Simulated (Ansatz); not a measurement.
# InNH2F2 (SMILES [NH2][In]([F])[F]): methods side by side

The species is InNH2F2 (6 atoms), meant as a singlet with charge 0. As SMILES, `[NH2][In]([F])[F]`. Geometry: optimised at r2SCAN/def2-SVP.

```xyz
6

N    -0.2494    1.1735   -0.3057
In    0.2675   -0.7538    0.0392
F     1.8827   -1.2833    1.0001
F    -0.6316   -2.2775   -0.7868
H     0.0266    1.7917    0.4585
H    -1.2537    1.2854   -0.4514
```

Each level gives the dissociation energy of the F4–In2 bond into doublet F and doublet InNH2F (shapes relaxed at r2SCAN/def2-SVP, no zero-point term) (eV). The values are calculated.

```json
{"level": "HF/def2-SVP (core potential)", "kind": "Hartree–Fock", "program": "Ansatz", "value (eV)": "3.04", "less CCSD(T)/def2-SVP": "-1.42", "CPU time (all runs)": "1.9 s"}
{"level": "SVWN5/def2-SVP (core potential)", "kind": "LDA", "program": "Ansatz", "value (eV)": "5.42", "less CCSD(T)/def2-SVP": "+0.96", "CPU time (all runs)": "1.9 s"}
{"level": "BLYP/def2-SVP (core potential)", "kind": "GGA", "program": "Ansatz", "value (eV)": "4.45", "less CCSD(T)/def2-SVP": "-0.01", "CPU time (all runs)": "3.3 s"}
{"level": "PBE/def2-SVP (core potential)", "kind": "GGA", "program": "Ansatz", "value (eV)": "4.62", "less CCSD(T)/def2-SVP": "+0.16", "CPU time (all runs)": "3.5 s"}
{"level": "r2SCAN/def2-SVP (core potential)", "kind": "meta-GGA", "program": "Ansatz", "value (eV)": "4.47", "less CCSD(T)/def2-SVP": "+0.01", "CPU time (all runs)": "7.2 s"}
{"level": "B2PLYP/def2-SVP (core potential)", "kind": "double hybrid", "program": "Ansatz", "value (eV)": "4.53", "less CCSD(T)/def2-SVP": "+0.07", "CPU time (all runs)": "6.7 s"}
{"level": "RPA@PBE/def2-SVP (core potential)", "kind": "RPA", "program": "Ansatz", "value (eV)": "3.88", "less CCSD(T)/def2-SVP": "-0.58", "CPU time (all runs)": "6.5 s"}
{"level": "CCSD(T)/def2-SVP (core potential)", "kind": "coupled cluster or CI", "program": "Ansatz", "value (eV)": "4.46", "less CCSD(T)/def2-SVP": "0.00", "CPU time (all runs)": "16 s"}
```

CCSD(T)/def2-SVP (core potential) is the highest level here, not the true value. Spin-orbit coupling, which can split open shells on such heavy atoms by tenths of an eV, is left out. The values span 3.04 to 5.42 eV. Hartree–Fock misses the correlation of the electron pair that is broken and comes out low. Measured bond enthalpies also hold zero-point and thermal terms, a few tenths of an eV less. In the correlated wave-function rows the outer d shell of In is correlated, in sets not made for it. Times are those of the runs behind each value, whatever else they computed, on shared processors of several kinds: orders of magnitude only.
